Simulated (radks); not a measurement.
Values are calculated unless marked as measured or tabulated.
Polarisability of neutral gadolinium, [Xe] 4f7 5d1 6s2, at imaginary frequency. Level of theory: scalar-relativistic Kohn-Sham, LDA (Slater exchange, Perdew-Wang correlation), spin-unpolarised, spherical densities, finite nucleus; Fermi nuclear charge, rms radius 5.1569 fm (a radial shooting solver on a logarithmic mesh with Libxc functionals). Response by self-consistent Sternheimer equations with the Hartree and adiabatic LDA kernel, the relativistic mass of each level held fixed and spin-orbit coupling left out.

w (hartree)  alpha1(iw) (bohr^3)
0.00266                    140.2
0.0143                     138.2
0.0360                     128.6
0.0697                     107.9
0.118                      79.22
0.186                      51.87
0.280                      32.00
0.413                      19.51
0.605                      12.01
0.892                      7.408
1.35                       4.408
2.12                       2.398
3.59                       1.130
6.94                      0.4212
17.5                     0.09500

Static values: alpha1 = 140.3 bohr^3 (20.79 angstrom^3; uncoupled 282.4). C6 = 2094, triple-dipole C9 = 206500 atomic units. One-pole (London) frequency 4 C6 / (3 alpha1^2) = 0.142 hartree, against 0.099 for minus the highest occupied eigenvalue. Recommended static value: 158 bohr^3 (Schwerdtfeger and Nagle, 2023 table).

Beside tabulated values, note that spin-unpolarised runs miss the spin-polarisation part of the exchange energy of open shells.
